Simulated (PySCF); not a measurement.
`C(N(C(C#C)=O)C)=C`, C₆H₇NO

Molfile (atoms numbered from 1):
```
C6H7NO
     RDKit          3D

 15 14  0  0  0  0  0  0  0  0999 V2000
    3.1142    0.3182   -0.9097 C   0  0  0  0  0  0  0  0  0  0  0  0
    2.1122   -0.2004   -0.4990 C   0  0  0  0  0  0  0  0  0  0  0  0
    1.0289   -1.0151    0.0015 C   0  0  0  0  0  0  0  0  0  0  0  0
    1.1984   -2.1891    0.2671 O   0  0  0  0  0  0  0  0  0  0  0  0
   -0.1768   -0.3817    0.1452 N   0  0  0  0  0  0  0  0  0  0  0  0
   -1.2943   -1.1585    0.6313 C   0  0  0  0  0  0  0  0  0  0  0  0
   -0.3546    0.9598   -0.1489 C   0  0  0  0  0  0  0  0  0  0  0  0
   -1.4924    1.6316   -0.0293 C   0  0  0  0  0  0  0  0  0  0  0  0
    3.9646    0.8159   -1.2744 H   0  0  0  0  0  0  0  0  0  0  0  0
   -2.0973   -1.1709   -0.1073 H   0  0  0  0  0  0  0  0  0  0  0  0
   -0.9442   -2.1754    0.8031 H   0  0  0  0  0  0  0  0  0  0  0  0
   -1.6688   -0.7396    1.5666 H   0  0  0  0  0  0  0  0  0  0  0  0
    0.5442    1.4484   -0.4991 H   0  0  0  0  0  0  0  0  0  0  0  0
   -1.5284    2.6749   -0.2817 H   0  0  0  0  0  0  0  0  0  0  0  0
   -2.4101    1.1899    0.3126 H   0  0  0  0  0  0  0  0  0  0  0  0
  1  2  3  0
  2  3  1  0
  3  4  2  0
  3  5  1  0
  5  6  1  0
  5  7  1  0
  7  8  2  0
  1  9  1  0
  6 10  1  0
  6 11  1  0
  6 12  1  0
  7 13  1  0
  8 14  1  0
  8 15  1  0
M  END
```

Computed with GIAO B97-2/pcSseg-1 magnetisability, rotational g tensor and spin-rotation constants, non-relativistic, gas phase (PySCF 2.14.0). Geometry: GFN2-xTB.

Q: Give the nuclear spin-rotation constants along the inertial axes (H = +C I·J) beside the isotropic shieldings.

A: Rotational constants 3.1405, 1.7439, 1.1293 GHz. A star marks the isotopologue with that one atom substituted, in its own axes.
| atom | isotope | Caa (kHz) | Cbb (kHz) | Ccc (kHz) | mean (kHz) | σ (ppm) |
| --- | --- | --- | --- | --- | --- | --- |
| N5 | 14N | 0.302 | 0.254 | 0.067 | 0.208 | 96.8 |
| H9 | 1H | -0.119 | -0.083 | -0.131 | -0.111 | 29.1 |
| H10 | 1H | -0.178 | -0.179 | -0.027 | -0.128 | 29.4 |
| H11 | 1H | -0.188 | 0.044 | -0.114 | -0.086 | 26.8 |
| H12 | 1H | -0.174 | -0.179 | -0.029 | -0.127 | 29.4 |
| H13 | 1H | -0.040 | 0.055 | -0.123 | -0.036 | 24.0 |
| H14 | 1H | -0.284 | 0.112 | -0.134 | -0.102 | 27.4 |
| H15 | 1H | -0.014 | -0.034 | -0.138 | -0.062 | 27.3 |
| C1 | 13C* | 0.736 | 0.326 | 0.358 | 0.473 | 98.3 |
| C2 | 13C* | 0.482 | 0.314 | 0.407 | 0.401 | 109.8 |
| C3 | 13C* | 1.419 | 0.590 | 0.277 | 0.762 | 33.8 |
| O4 | 17O* | -1.850 | -1.064 | -0.058 | -0.991 | -113.6 |
| C6 | 13C* | 0.529 | 0.285 | 0.155 | 0.323 | 158.2 |
| C7 | 13C* | 1.038 | 0.835 | 0.190 | 0.687 | 47.4 |
| C8 | 13C* | 0.850 | 0.661 | 0.132 | 0.548 | 92.5 |

For the geometry as given, no vibrational averaging.

Q: How do the rotational constants and the g tensor change when H9, H10, H11, H12, H13, H14, H15 are replaced by deuterium?

A: Constants 2.7246, 1.5357, 0.9945 GHz; g -0.0299, -0.0158, 0.0001, against -0.0337, -0.0182, 0.0003 before.
